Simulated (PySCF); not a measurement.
## Calculated NMR parameters of C=N[Si](N)(P)P

| Quantity | Value |
| --- | --- |
| Formula | CH8N2P2Si |
| SMILES | C=N[Si](N)(P)P |
| InChI | InChI=1S/CH8N2P2Si/c1-3-6(2,4)5/h1-2,4-5H2 |
| Point group of the computed structure | C1 |
| Carbon signals | 1 |
| Proton signals | 4 |

Numbering as in the mapped SMILES `[CH2:1]=[N:2][Si:3]([NH2:4])([PH2:5])[PH2:6]`; H(Xn) means a hydrogen on atom n. Ha(C1) is cis to Si3; Hb(C1) is trans to Si3.

PySCF calculation with shielding tensors at PBE0/pcSseg-1 (GIAO) and GFN2-xTB structure; rapidly exchanging positions averaged, no relativistic terms, a single conformation, isolated molecule.

δ = σ(ref) − σ, references computed at the same level: $^{1}$H, $^{13}$C, $^{29}$Si vs TMS; H3PO4 for $^{31}$P; $^{15}$N against NH3.

| carbon | δC, type | δH (multiplicity) | HMBC from (2–3 bonds) | span of the C tensor (ppm) |
| --- | --- | --- | --- | --- |
| C1 | 172.7, CH2 | Hb(C1) 8.57 (m); Ha(C1) 8.47 (m) | – | 213 |

Other nuclei:
```csv
atoms,nucleus,environment,δ (ppm),σ (ppm)
H(P5)/H(P6),$^{1}$H,hydrogen on a phosphorus bonded to Si,1.21,30.51
H(N4),$^{1}$H,hydrogen on a nitrogen bonded to Si,0.68,31.03
P5/P6,$^{31}$P,"phosphorus bonded to Si, 2 H",-271.6,590.0
Si3,$^{29}$Si,"silicon bonded to 2 N, 2 P",9.1,340.1
N2,$^{15}$N,imine nitrogen,442.6,-174.9
N4,$^{15}$N,"nitrogen bonded to Si, 2 H",29.7,238.0
```

- δH 8.57, 8.47: hydrogen on a C=N carbon.
- δH 1.21: hydrogen on a phosphorus bonded to Si.
- δH 0.68: hydrogen on a nitrogen bonded to Si; exchangeable; this is the value without hydrogen bonding to other molecules.

Exchangeable OH/NH protons stand at their gas-phase positions; hydrogen bonding in a real sample shifts them, mostly to higher δ. Splittings by $^{31}$P in the carbon and heteronuclear signals aren't shown, as no couplings were computed. Shifts are as computed. Against solution values, carbons near 30 ppm lie about +3 ppm off and those near 130 ppm about +5 ppm. Of 1309 compounds with measured shifts, 239 miss one by over three times the rms of a fit or turn the order of signals round; such compounds aren't used in these exercises. Experimental scales use liquid or dissolved standards, which lie at an offset from isolated NH3 (liquid NH3: subtract about 20 ppm) and H3PO4. Unscaled 15N shifts of sp2 nitrogen come out 20 to 40 ppm too high even then. No couplings were computed; multiplicities are counted from neighbouring protons, with m where these are inequivalent, close in shift, in a saturated or five-membered ring or joined by F or P, and br s for small geminal =CH2 splittings.
